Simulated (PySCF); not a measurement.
CH3AlF (SMILES [CH3][Al][F]), doublet, at a GFN2-xTB geometry (such geometries of metal compounds can be far from the true shape) (the spin is typed, not shown lowest). Base run: DF-PBE0/3-21G in PySCF.

The PySCF input:
```python
from pyscf import gto, scf, dft

mol = gto.Mole()
mol.atom = '''
    Al    0.440025   -0.099775    0.263339
    C    -0.053337    1.407430   -0.997494
    H    -0.866122    2.024723   -0.605639
    H    -0.370417    1.041093   -1.977514
    H     0.810400    2.058143   -1.151125
    F    -0.552685   -1.363497    0.699537
'''
mol.basis = '3-21g'
mol.charge = 0
mol.spin = 1
mol.verbose = 4
mol.build()

mf = dft.UKS(mol)
mf.xc = 'pbe0'
mf = mf.density_fit(auxbasis='def2-universal-jkfit')
mf.kernel()
```

The base run was repeated with changes; each row names its change, and settings that it needs were set with it.

```
change               basis functions      E (Eh)  HOMO (eV)  dipole (D)
-------------------  ---------------  ----------  ---------  ----------
base                              37  -379.85911      -5.32        1.62
basis = def2-SV(P)                52           ?      -5.55           ?
basis = 6-31G*                    52  -381.93501      -5.45        1.75
basis = pcseg-1                   61  -381.91613      -5.67        1.94
basis = def2-SVP                  61  -381.76989      -5.55        1.76
basis = 6-31+G*                   64  -381.94924      -5.67        2.01
basis = cc-pV(D+d)Z               66  -381.96321      -5.58        1.95
basis = 6-311++G**                95  -382.00555      -5.72        2.07
basis = aug-pcseg-1                ?           ?          ?           ?
basis = def2-TZVP                  ?           ?          ?        1.87
basis = cc-pVTZ                    ?           ?      -5.62        1.87
basis = cc-pV(T+d)Z              141  -382.02521      -5.62        1.88
basis = def2-TZVPD               147  -382.03001      -5.67        1.93
```

Problem. What belongs in the gaps?

Solution. 
- basis = def2-SV(P), E (Eh): -381.76177
- basis = def2-SV(P), dipole (D): 1.74
- basis = aug-pcseg-1, basis functions: 100
- basis = aug-pcseg-1, E (Eh): -381.92667
- basis = aug-pcseg-1, HOMO (eV): -5.69
- basis = aug-pcseg-1, dipole (D): 1.92
- basis = def2-TZVP, basis functions: 117
- basis = def2-TZVP, E (Eh): -382.02866
- basis = def2-TZVP, HOMO (eV): -5.64
- basis = cc-pVTZ, basis functions: 136
- basis = cc-pVTZ, E (Eh): -382.02199

Totals compare only among sets that treat the same electrons; sets with core potentials leave the core out.

Open shells are given as the SCF converged; they aren't shown to be the lowest states, and a large step between rows can be another state.
